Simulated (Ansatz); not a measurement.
Conformers of `CN[SiH](Cl)OC`, each relaxed with PBE0-D4/def2-TZVP in Ansatz. CBS adds the triple-zeta coupled-cluster correction to the MP2 limit.

Not all of them had a frequency check.

Conformer A:

```xyz
14

C    -0.282    1.654   -1.686
N     0.729    1.233   -0.739
Si    0.740   -0.273    0.022
Cl    2.501   -0.405    1.080
O    -0.517   -0.458    1.046
C    -0.803   -1.663    1.720
H    -1.093    2.225   -1.221
H    -0.730    0.776   -2.159
H     0.157    2.260   -2.484
H     1.270    1.981   -0.336
H     0.699   -1.382   -0.959
H    -0.760   -2.526    1.045
H    -0.099   -1.827    2.542
H    -1.812   -1.594    2.130
```

Conformer B:

```xyz
14

C    -0.978    1.803    1.623
N    -0.561    0.496    1.162
Si    0.084    0.196   -0.368
Cl    2.027    0.880   -0.637
O     0.099   -1.419   -0.550
C     0.788   -2.147   -1.541
H    -1.257    2.421    0.766
H    -1.858    1.728    2.267
H    -0.193    2.337    2.170
H    -0.351   -0.160    1.899
H    -0.700    0.926   -1.388
H     0.350   -1.978   -2.530
H     1.847   -1.875   -1.573
H     0.702   -3.207   -1.299
```

(1) Which is lowest in electronic energy at CCSD(T)/CBS (frozen core, def2 sets), and by how much? (Best estimate.)

(2) Give the energies relative to B (kJ/mol) with B3LYP-D4/def2-TZVPP, r2SCAN/def2-TZVPP, B3LYP/def2-TZVPP, MP2/def2-TZVPP, SCS-MP2/def2-TZVPP, SCS-MP2/def2-QZVPP, HF/CBS(def2). (Best estimate.)

Answers

(1) The calculation gave: B; A lies 1.5 kJ/mol higher. Gaps under about 2 kJ/mol don't settle the order.

(2) Ansatz gave: 
| level | A |
| --- | --- |
| B3LYP-D4/def2-TZVPP | 2.0 |
| r2SCAN/def2-TZVPP | 1.6 |
| B3LYP/def2-TZVPP | 1.6 |
| MP2/def2-TZVPP | 1.0 |
| SCS-MP2/def2-TZVPP | 1.1 |
| SCS-MP2/def2-QZVPP | 1.5 |
| HF/CBS(def2) | 1.6 |

B3LYP here is the variant with VWN-RPA as its local correlation; programs differ in this.
